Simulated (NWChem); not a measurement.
Program: NWChem. System: thiourea (CH$_{4}$N$_{2}$S), charge 0, spin multiplicity 1, at a geometry optimised with B3LYP/def2-SVP. Level: MP2/aug-cc-pVDZ, 8 core orbitals frozen.

NWChem printed:

```
             Northwest Computational Chemistry Package (NWChem) 7.3.0
             --------------------------------------------------------

                                NWChem Input Module
                                -------------------

 Scaling coordinates for geometry "geometry" by  1.889725989
 (inverse scale =  0.529177249)

 Turning off AUTOSYM since
 SYMMETRY directive was detected!

                             Geometry "geometry" -> ""
                             -------------------------

 Output coordinates in angstroms (scale by  1.889725989 to convert to a.u.)

  No.       Tag          Charge          X              Y              Z
 ---- ---------------- ---------- -------------- -------------- --------------
    1 N                    7.0000    -1.09651600    -0.35160800    -1.04876900
    2 C                    6.0000     0.00000000     0.00000000    -0.31534600
    3 N                    7.0000     1.09651600     0.35160800    -1.04876900
    4 S                   16.0000     0.00000000     0.00000000     1.35340800
    5 H                    1.0000    -1.18955100    -0.05457100    -2.01466400
    6 H                    1.0000    -1.95243000    -0.48551400    -0.52517500
    7 H                    1.0000     1.18955100     0.05457100    -2.01466400
    8 H                    1.0000     1.95243000     0.48551400    -0.52517500

 Effective nuclear repulsion energy (a.u.)     156.9925954962

            Nuclear Dipole moment (a.u.)
            ----------------------------
        X                 Y               Z
 ---------------- ---------------- ----------------
     0.0000000000     0.0000000000     0.0000151178

      Symmetry information
      --------------------

 Group name             C2
 Group number              4
 Group order               2
 No. of unique centers     5

      Symmetry unique atoms

     1    2    4    5    6


 Summary of "ao basis" -> "" (spherical)
 ------------------------------------------------------------------------------
       Tag                 Description            Shells   Functions and Types
 ---------------- ------------------------------  ------  ---------------------
 *                        aug-cc-pvdz                 on all atoms

 Summary of "ao basis" -> "ao basis" (spherical)
 ------------------------------------------------------------------------------
       Tag                 Description            Shells   Functions and Types
 ---------------- ------------------------------  ------  ---------------------
 N                        aug-cc-pvdz                9       23   4s3p2d
 C                        aug-cc-pvdz                9       23   4s3p2d
 S                        aug-cc-pvdz               11       27   5s4p2d
 H                        aug-cc-pvdz                5        9   3s2p

                                 NWChem SCF Module
                                 -----------------

  ao basis        = "ao basis"
  functions       =   132
  atoms           =     8
  closed shells   =    20
  open shells     =     0
  charge          =   0.00
  wavefunction    = RHF
  use symmetry    = T
  symmetry adapt  = T

 Summary of "ao basis" -> "ao basis" (spherical)
 ------------------------------------------------------------------------------
       Tag                 Description            Shells   Functions and Types
 ---------------- ------------------------------  ------  ---------------------
 N                        aug-cc-pvdz                9       23   4s3p2d
 C                        aug-cc-pvdz                9       23   4s3p2d
 S                        aug-cc-pvdz               11       27   5s4p2d
 H                        aug-cc-pvdz                5        9   3s2p

      Symmetry analysis of basis
      --------------------------

        a          69
        b          63

 Forming initial guess at       0.0s

      Superposition of Atomic Density Guess
      -------------------------------------

 Sum of atomic energies:        -545.74861724

      Non-variational initial energy
      ------------------------------

 Total energy =    -547.855357
 1-e energy   =   -1060.683648
 2-e energy   =     355.835696
 HOMO         =      -0.300224
[...]
              MO Center=  1.3D-13, -1.1D-13,  9.4D-01, r^2= 2.3D+00
   Bfn.  Coefficient  Atom+Function         Bfn.  Coefficient  Atom+Function
  ----- ------------  ---------------      ----- ------------  ---------------
    79      0.460823  4 S  py                82      0.415491  4 S  py

 Vector   20  Occ=2.000000D+00  E=-3.243498D-01  Symmetry=b
              MO Center=  4.5D-14, -3.0D-13,  1.1D+00, r^2= 2.1D+00
   Bfn.  Coefficient  Atom+Function         Bfn.  Coefficient  Atom+Function
  ----- ------------  ---------------      ----- ------------  ---------------
    78      0.497896  4 S  px                81      0.446580  4 S  px

 Vector   21  Occ=0.000000D+00  E= 2.114515D-02  Symmetry=a
              MO Center= -2.0D-16, -1.3D-15, -3.3D+00, r^2= 1.3D+01
   Bfn.  Coefficient  Atom+Function         Bfn.  Coefficient  Atom+Function
  ----- ------------  ---------------      ----- ------------  ---------------
    27      4.418325  2 C  s                 99     -1.678514  5 H  s
   117     -1.678514  7 H  s                  4     -1.437469  1 N  s
    36     -1.437145  2 C  pz                50     -1.437469  3 N  s
    74      0.795820  4 S  s                 11     -0.602004  1 N  px
    57      0.602004  3 N  px                13     -0.565374  1 N  pz

 Vector   22  Occ=0.000000D+00  E= 3.864909D-02  Symmetry=b
              MO Center= -1.7D-14, -7.1D-16, -2.1D+00, r^2= 2.2D+01
   Bfn.  Coefficient  Atom+Function         Bfn.  Coefficient  Atom+Function
  ----- ------------  ---------------      ----- ------------  ---------------
    34      3.178382  2 C  px                 4      2.203451  1 N  s
    50     -2.203451  3 N  s                 99      2.178576  5 H  s
   117     -2.178576  7 H  s                108      1.499351  6 H  s
   126     -1.499351  8 H  s                 13      0.906583  1 N  pz
    59     -0.906583  3 N  pz                35      0.886292  2 C  py

 Vector   23  Occ=0.000000D+00  E= 5.623681D-02  Symmetry=a
              MO Center=  1.8D-13, -2.6D-15, -4.9D-01, r^2= 2.3D+01
   Bfn.  Coefficient  Atom+Function         Bfn.  Coefficient  Atom+Function
  ----- ------------  ---------------      ----- ------------  ---------------
   108      2.414526  6 H  s                126      2.414526  8 H  s
    27      1.941789  2 C  s                  4     -1.727013  1 N  s
    50     -1.727013  3 N  s                 99     -1.727704  5 H  s
   117     -1.727704  7 H  s                107      0.733486  6 H  s
   125      0.733486  8 H  s                 13     -0.637109  1 N  pz

 center of mass
 --------------
 x =  -0.00000000 y =  -0.00000000 z =   0.12420175

 moments of inertia (a.u.)
 ------------------
         367.511573345716         -45.849390384004           0.000000000000
         -45.849390384004         511.302091977624          -0.000000000000
           0.000000000000          -0.000000000000         171.955414553946

  Mulliken analysis of the total density
  --------------------------------------

    Atom       Charge   Shell Charges
 -----------   ------   -------------------------------------------------------
    1 N    7     7.30   2.01  0.72  0.81 -0.08  2.43  1.37  0.04  0.03 -0.02
    2 C    6     5.42   2.01  0.69  0.40  0.18  1.84  0.07  0.06  0.19 -0.02
    3 N    7     7.30   2.01  0.72  0.81 -0.08  2.43  1.37  0.04  0.03 -0.02
    4 S   16    15.98   2.00  2.02  0.87  0.94  0.02  6.00  2.30  1.70  0.09  0.07 -0.04
    5 H    1     1.05   0.75  0.25  0.00  0.05 -0.00
    6 H    1     0.95   0.74  0.18 -0.01  0.06 -0.01
    7 H    1     1.05   0.75  0.25  0.00  0.05 -0.00
    8 H    1     0.95   0.74  0.18 -0.01  0.06 -0.01

       Multipole analysis of the density wrt the origin
       ------------------------------------------------

     L   x y z        total         open         nuclear
     -   - - -        -----         ----         -------
     0   0 0 0     -0.000000      0.000000     40.000000

     1   1 0 0     -0.000000      0.000000      0.000000
     1   0 1 0      0.000000      0.000000      0.000000
     1   0 0 1     -2.150070      0.000000      0.000015

     2   2 0 0    -19.104378      0.000000     97.443245
     2   1 1 0      0.612409      0.000000     26.509108
     2   1 0 1      0.000000      0.000000     -0.000000
     2   0 2 0    -26.655622      0.000000      7.885618
     2   0 1 1     -0.000000      0.000000     -0.000000
     2   0 0 2    -21.985272      0.000000    192.738410

                   NWChem MP2 Semi-direct Energy/Gradient Module
                   ---------------------------------------------

  Basis functions       =    132
  Molecular orbitals    =    132
  Frozen core           =      8
  Frozen virtuals       =      0
  Active alpha occupied =     12
  Active beta occupied  =     12
  Active alpha virtual  =    112
  Active beta virtual   =    112
  Use MO symmetry       = T
  Use skeleton AO sym   = T

  AO/Fock/Back tols     =   1.0D-09  1.0D-09  1.0D-09

 GA uses MA = F    GA memory limited = T

 Available:
  local mem=  1.26D+08
 global mem=  1.44D+08
 local disk=  0.00D+00
  mp2_memr nvloc                   112
  nvloc new                   112
   1 passes of  12:        3145728                      69816                  40141801.
   1 passes of  12: M    126151056           G      144144352           F     123005328.

 Semi-direct pass number   1 of   1  for RHF alpha+beta  at        4.7s
  vrange nnbf                  8778
  mp2_eaftype                   153  avail_ma_in_mb                  1099
 EAF : mp2_eaftype filesize         153   20070900.
  mp2_eaf for mointskh                    153
Node 0 wrote     94.4 Mb in      0.0 s     Agg I/O rate:  6541.6 Mb/s
 Done moints_semi at       13.0s
  mp2_eaftype                   153  avail_ma_in_mb                   946
 EAF : mp2_eaftype filesize         153   20070900.
  mp2_eaf for kh                   153
 Done maket at       13.2s
 Done multipass loop at       13.2s

          -------------------------------------------
          SCF energy                -546.670985563464
          Correlation energy          -0.632235011370
          Singlet pairs               -0.382883822745
          Triplet pairs               -0.249351188625
          Total MP2 energy          -547.303220574834
          -------------------------------------------

          ---------------------------------------------------
                    Spin Component Scaled (SCS) MP2
          Same spin pairs                     -0.166234125750
          Same spin scaling factor             0.333333333333
          Opposite spin pairs                 -0.466000885620
          Opposite spin scaling fact.          1.200000000000
          SCS-MP2 correlation energy          -0.614612437994
          Total SCS-MP2 energy              -547.285598001458
          ---------------------------------------------------

 -----------------------
 Performance information
 -----------------------

 Timer overhead =  1.49D-07 seconds/call

               Nr. of calls         CPU time (s)                 Wall time (s)                GFlops
             ---------------    -------------------     ------------------------------   -------------------
Name         Min   Avg   Max    Min     Avg     Max     Min     Avg     Max   Mx/calls   Min     Max     Sum
mp2: moin     1     1     1    8.3     8.3     8.3      8.3     8.3     8.3     8.3      0.0     0.0     0.0
mp2: make     1     1     1   0.24    0.24    0.24     0.24    0.24    0.24    0.24      0.0     0.0     0.0
mp2: tota     1     1     1    8.5     8.5     8.5      8.5     8.5     8.5     8.5      0.0     0.0     0.0

 The average no. of pstat calls per process was 3.00D+00
 with a timing overhead of 4.47D-07s

 Task  times  cpu:       13.2s     wall:       13.2s

 Total times  cpu:       13.3s     wall:       13.3s
```

### Question
Write an NWChem input that would produce this output.

### Answer
One answer among several that fit: 
```
start mol
memory heap 200 mb stack 900 mb global 1100 mb
geometry units angstroms nocenter noautoz
  N     -1.096516    -0.351608    -1.048769
  C      0.000000     0.000000    -0.315346
  N      1.096516     0.351608    -1.048769
  S      0.000000     0.000000     1.353408
  H     -1.189551    -0.054571    -2.014664
  H     -1.952430    -0.485514    -0.525175
  H      1.189551     0.054571    -2.014664
  H      1.952430     0.485514    -0.525175
  symmetry group C2
end
basis spherical
  * library aug-cc-pvdz
end
scf
  rhf
  nopen 0
  maxiter 100
  thresh 1e-7
  semidirect memsize 60000000 filesize 0
end
mp2
  freeze core 8
end
task mp2 energy
```
